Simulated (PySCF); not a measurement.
Several molecules and their computed UV-vis stick spectra, shuffled. The calculation used TDDFT wB97X-D/def2-SVPD, vertical, gas phase, core orbitals frozen in the response in PySCF 2.14.0, density-fitted response routines. Geometries: PBE0-D3(BJ)/def2-SVP; one conformer of each isolated species. Triplets are in the Tamm–Dancoff approximation. Relativistic effects are left out although some hold elements past zinc.

A. `NC(=O)[SiH]1N[SiH2]N[SiH2]N1`
B. `[H][Cu]<-[C-]#[O+]`
C. `[SiH3]N([SiH3])c1ccccc1`
D. `CC#C[SiH2][Si@@H](C)[SiH2][SiH3]`
E. `F[Si@H](P)[SeH]`

Lowest singlet levels (six at most, fewer where fewer were computed) with oscillator strengths:

1. 217 nm (f 0.023); 211 nm (f 0.159); 205 nm (f 0.007); 199 nm (f 0.014); 190 nm (f 0.539); 182 nm (f 0.007); T1 4.88 eV
2. 248 nm (f 0.025); 222 nm (f 0.207); 208 nm (f 0.000); 192 nm (f 0.068); 186 nm (f 0.513); 186 nm (f 0.063); T1 4.03 eV
3. 348 nm (f 0.070 summed over 2 states); 274 nm (f 0.000 summed over 2 states); 265 nm (f 0.000); 263 nm (f 0.005 summed over 2 states); 258 nm (f 0.000 summed over 2 states); 240 nm (f 0.000 summed over 2 states); T1 3.32 eV
4. 242 nm (f 0.008); 211 nm (f 0.052); 201 nm (f 0.024); 191 nm (f 0.071); 189 nm (f 0.008); 176 nm (f 0.023); T1 4.75 eV
5. 261 nm (f 0.003); 190 nm (f 0.019); 188 nm (f 0.003); 183 nm (f 0.018); 182 nm (f 0.007); 176 nm (f 0.033); T1 4.18 eV

**Question.** Match each spectrum to its molecule.

**Answer.** 1 = D, 2 = C, 3 = B, 4 = E, 5 = A.
- A: S1 at 4.75 eV, HOMO→LUMO (72%), HOMO→LUMO+1 (9%); Löwdin shares by element: HOMO oxygen 42%, carbon 14%, nitrogen 11% or more, silicon 9% or more (atoms not listed hold the other 24%); LUMO carbon 22%, silicon 18% or more, oxygen 15%, nitrogen 11% or more (atoms not listed hold the other 33%); HOMO -8.63 and LUMO 1.45 eV.
- B: S1 at 3.57 eV, HOMO→LUMO/LUMO+1 (≥92%); for S1 the Löwdin share of copper is 52% in HOMO and 24% in LUMO; HOMO -8.77 and LUMO -0.64 eV; point group C∞v, 7 of its 11 listed states under f = 0.0005.
- C: S1 at 5.01 eV, HOMO→LUMO (81%), HOMO-1→LUMO+1 (15%); Löwdin shares by element: HOMO carbon 39% or more, nitrogen 25% (atoms not listed hold the other 36%); LUMO carbon 67% or more (atoms not listed hold the other 33%); HOMO -8.07 and LUMO 1.29 eV; point group C2, 1 of its 6 listed states under f = 0.0005.
- D: S1 at 5.71 eV, HOMO→LUMO+1 (35%), HOMO→LUMO (10%); Löwdin shares by element: HOMO silicon 47% or more, carbon 14% or more (atoms not listed hold the other 39%); LUMO silicon 59% (atoms not listed hold the other 41%); HOMO -8.84 and LUMO 1.15 eV.
- E: S1 at 5.13 eV, HOMO→LUMO (83%); Löwdin shares by element: HOMO selenium 65%, phosphorus 16%, silicon 9%, hydrogen 5% or more; LUMO selenium 34%, silicon 24%, phosphorus 22%, hydrogen 8% or more; HOMO -9.04 and LUMO 0.82 eV.
C and E have S1 within 0.12 eV of each other; their strongest listed levels stand at 6.66 eV (f 0.513) and 6.50 eV (f 0.071).

A slash joins orbitals within 0.01 eV of each other, whose weights are summed (≥ marks a lower bound).
